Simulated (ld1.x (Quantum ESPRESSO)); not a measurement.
# zinc: variants of one TM potential

Base potential:

```
Element                 : zinc
Generator               : ld1.x (Quantum ESPRESSO) 7.5
Type                    : norm-conserving Troullier–Martins (Kleinman–Bylander form)
Functional              : PBE
Relativity              : scalar-relativistic
Frozen core             : [Ne] 3s2
Valence charge          : 18
Reference configuration : 3p6 3d10 4s1.75 4p0 (charge +0.25)
Partial waves           : 3p (bound): rc 0.60 bohr; 3d (bound): rc 0.75 bohr; 4f channel at 0.35 Ry: rc 1.95 bohr; 4s (bound): rc 2.05 bohr
Local potential         : the s channel
Core correction         : none
```

All-electron outer shells of the reference configuration (PBE, scalar-relativistic, ld1.x):

```json
{"shell": "2p", "level (eV)": "-1006.25", "outermost node (bohr)": "–", "outermost maximum (bohr)": "0.15"}
{"shell": "3s", "level (eV)": "-131.48", "outermost node (bohr)": "0.28", "outermost maximum (bohr)": "0.59"}
{"shell": "3p", "level (eV)": "-85.65", "outermost node (bohr)": "0.25", "outermost maximum (bohr)": "0.59"}
{"shell": "3d", "level (eV)": "-12.38", "outermost node (bohr)": "–", "outermost maximum (bohr)": "0.57"}
{"shell": "4s", "level (eV)": "-7.87", "outermost node (bohr)": "0.85", "outermost maximum (bohr)": "2.06"}
{"shell": "4p", "level (eV)": "-2.62", "outermost node (bohr)": "0.92", "outermost maximum (bohr)": "2.89"}
```

Cutoffs, loose and tight: the cutoffs (Ry, on a coarse ladder) from which the occupation-weighted sum of valence levels, in a spherical-Bessel basis at the reference potential, stays within 10 and 1 mRy of its value at 400 Ry. They do not see the model core or the augmentation charge, which bear on the density cutoff. Test errors are all-electron minus pseudo excitation energies from the reference, over the configurations 3p6 3d10 4s2 4p0; 3p6 3d10 4s1 4p0; 3p6 3d10 4s0 4p0; 3p6 3d9 4s0 4p0; 3p6 3d10 4s0 4p2; 3p5 3d10 4s2 4p0; 3p6 3d9 4s2 4p1. A dash means not determined; rows that change the core or the reference have their own tests. The largest error is taken over the tests solved by every variant that gives reliable tests at all: 3p6 3d10 4s0 4p0; 3p6 3d10 4s0 4p2; 3p6 3d10 4s2 4p0; 3p6 3d9 4s0 4p0; 3p6 3d9 4s2 4p1.

A true bound ghost makes a file unfit for plane-wave use even where its test errors are small: the radial tests pick states by their node count and pass the ghost by. Where a test does run into it, the solver fails or the error is huge.

Cutoffs are not given where the Bessel-basis levels miss the radial ones by over 6 mRy, ghosts where they miss by over 20 mRy; a channel whose overlap is not positive is not tested.

```csv
change,outcome,"cutoff, loose","cutoff, tight",bound ghosts,largest test error (meV)
base,generated,over 300 Ry,over 300 Ry,none,-1676
wave 4f channel at 0.35 Ry: rc 1.95 bohr becomes 4f channel at 0.35 Ry: rc 1.42 bohr,generated,over 300 Ry,over 300 Ry,none,-1676
wave 3p (bound): rc 0.60 bohr becomes 3p (bound): rc 0.42 bohr,generated,–,–,not determined,-1678
core correction a·sin(br)/r model core inside 0.48 bohr,failed: run_pseudo: Errors in PS-KS equation,–,–,–,–
wave 3d (bound): rc 0.75 bohr becomes 3d (bound): rc 0.46 bohr,generated,–,–,not determined,-1676
"all radii scaled by about 0.72 (s 1.48, p 0.44, d 0.54, f 1.40 bohr)",generated,–,–,not determined,-1599
wave 4f channel at 0.35 Ry: rc 1.95 bohr becomes 4f channel at 6.83 Ry: rc 1.95 bohr,generated,over 300 Ry,over 300 Ry,none,-1676
wave 4s (bound): rc 2.05 bohr becomes 4s (bound): rc 2.12 bohr,generated,over 300 Ry,over 300 Ry,none,-1678
reference 3p6 3d10 4s2 4p0,generated,over 300 Ry,over 300 Ry,none,-1283 over the solved tests; 1 of 7 tests not solved or not reliable
"core [Ar] 3d10, valence charge 2; reference 4s2 4p0; waves now 4s (bound): rc 0.80 bohr; 4p (bound): rc 2.70 bohr; 4d channel at -0.05 Ry: rc 2.30 bohr; local potential the d channel",failed: run_pseudo: Errors in PS-KS equation,–,–,–,–
functional PBEsol,generated,over 300 Ry,over 300 Ry,none,-1690
type RRKJ,generated,over 300 Ry,over 300 Ry,none,-1676
```

What comes out with this change to the base: local potential all-electron potential smoothed inside 1.25 bohr (lloc = -1)?

outcome: generated; cutoff, loose: over 300 Ry; cutoff, tight: over 300 Ry; bound ghosts: s; largest test error (meV): -158.
